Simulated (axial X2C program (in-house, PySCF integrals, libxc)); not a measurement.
**Potential curves of GaN⁻, without spin–orbit coupling**

All values were computed with an in-house relativistic program for diatomic molecules. Spin-free means the one-electron spin-free X2C Hamiltonian. Basis: Ga dyall-acv3z [10s10p8d5f1g], N dyall-av3z [7s7p3d2f] (cores contracted in-house); Gaussian nuclei, density fitting, unrestricted open shells. Masses: Ga 68.926 u, N 14.003 u.

State: M_S = 1/2, Λ = 0 (beyond evenly filled blocks: σα). Energies in cm⁻¹ from the fragments at the same level (Ga- + N). Fits are polynomials in 1 − R0/R over 0.85 to 1.23 times the lowest point R0.

| R (Å) | CCSD(T) |
| --- | --- |
| 1.5870 | -21388 |
| 1.6394 | -23825 |
| 1.6917 | -25183 |
| 1.7440 | -25724 |
| 1.8050 | -25590 |
| 1.8661 | -24873 |
| 1.9446 | -23395 |

Correlated methods: 9 electrons correlated (number of frozen shells: Ga 3 s, 2 p, 1 d; N 1 s), 291 virtual spin orbitals or spinors in MP2, 90 natural virtuals in coupled cluster.

The state is a single determinant with fixed occupations, the lowest that a limited PBE0 search found. De is counted from the lowest determinant-based energies of the atoms at the same level, without counterpoise correction. Coupled cluster ran in a truncated set of natural virtual spinors; the MP2 energy of the rest was added. (T) has no such correction and the atoms are truncated less, which lowers De at CCSD(T) by a hundredth of an eV or more. PBE0 can misorder states that lie within some tenths of an eV, so this need not be the ground state of the molecule. The nearest other spin-free determinant of the search, M_S = 1/2, Λ = 1, lies 0.06 eV up at the distance of the search. The determinant is spin-polarised beyond a pure state at some levels (its spin-free form has ⟨S²⟩ too high), which makes Re and μ there less reliable. The T1 diagnostic is large, a sign of multireference character. With the outer-core shells frozen, correlated bond lengths of heavy atoms tend to come out a few hundredths of an ångström too long. Spin-free De lacks the spin–orbit lowering of the heavy p-block atom, a tenth of an eV or more for 4p and 5p, up to an eV for 6p and one to two eV for 7p atoms, less what an open-shell molecule gains itself. Coupled cluster ran on the points near the minimum only. MP2 and coupled cluster on one determinant become unreliable at the stretched end.

**Question.** Fit the CCSD(T) curve near its minimum: give the equilibrium distance, the harmonic wavenumber and the well depth.

**Answer.** At CCSD(T), spin-free: Re = 1.762 Å, ωe ≈ 762 cm⁻¹, De = 3.19 eV to Ga- + N; Be follows as 0.466 cm⁻¹.
